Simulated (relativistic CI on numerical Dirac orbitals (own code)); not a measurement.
## Co5+: K-alpha X-ray emission

Computed with this model: Dirac-Coulomb-Breit CI, KLI orbitals optimised for each configuration, QED by a radiative potential, multiplet model of X-ray emission after core ionisation, unscaled Slater integrals; configurations [Ar] 3d4 → 1s 2s2 2p6 3s2 3p6 3d4 → [He] 2s2 2p5 3s2 3p6 3d4; 300 K; Lorentzian 2.52 eV and Gaussian 0.6 eV FWHM. Energies are those of the free ion, without screening or charge transfer. S is read from ⟨S²⟩ = S(S + 1).

Field parameters in Wybourne normalisation: D4h B²₀ = −7Ds, B⁴₀ = 21(Dq − Dt), B⁴₄ = 21√(5/14) Dq. The field is a parameter set, without covalency.

free ion: ground-state S = 2.00, centroid 6922.12 eV. Peaks (eV, height): 6911.0 (39), 6921.0 (28), 6929.0 (100).

D4h, 10Dq = 27100, Ds = -1500, Dt = -270 cm⁻¹: ground-state S = 1.99, centroid 6921.52 eV. Peaks (eV, height): 6910.6 (55), 6929.0 (100).

Strongest unbroadened transitions for free ion:

```csv
Energy (eV),Relative strength
6908.79,7.7
6908.88,10.4
6911.09,17.5
6911.12,7.7
6911.29,9.2
6911.35,17.5
6921.21,11.9
6926.03,13.9
6926.12,8.7
6926.64,19.4
6926.70,15.8
6926.72,10.3
6928.18,11.3
6928.21,8.0
6928.27,9.7
6928.97,100.0
6929.62,58.7
6930.10,11.6
```
